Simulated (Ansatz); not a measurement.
The same hydrogenolysis along the group Si, Ge, Sn.

Isolated molecules relaxed with PBE0-D4/def2-TZVP in Ansatz; ΔE leaves out vibrations. CBS: MP2 limit from def2 TZ/QZ plus the TZ coupled-cluster correction, frozen cores. This one scheme is used for every species. Functionals use def2-TZVPP. Elements past krypton have def2 core potentials. For Ge, Sn outer-core shells are correlated without core-valence functions, which leaves a few kJ/mol of doubt a bond. Scalar relativity is left out up to krypton. One conformer a species, not always the lowest.

```
                                            reaction  CCSD(T)/CBS(def2) (kcal/mol)
                `N[SiH](O)S` + H₂ → `O[SiH2]S` + NH₃                          10.9
`[NH2][GeH]([OH])[SH]` + H₂ → `[OH][GeH2][SH]` + NH₃                          -0.6
`[NH2][SnH]([OH])[SH]` + H₂ → `[OH][SnH2][SH]` + NH₃                             ?
```

Question: Fill in the missing values. (Estimate.)

Answer: Ansatz gave: `[NH2][SnH]([OH])[SH]` + H₂ → `[OH][SnH2][SH]` + NH₃: -3.2 kcal/mol.

Largest T1 diagnostic: 0.013, for `[OH][SnH2][SH]`.
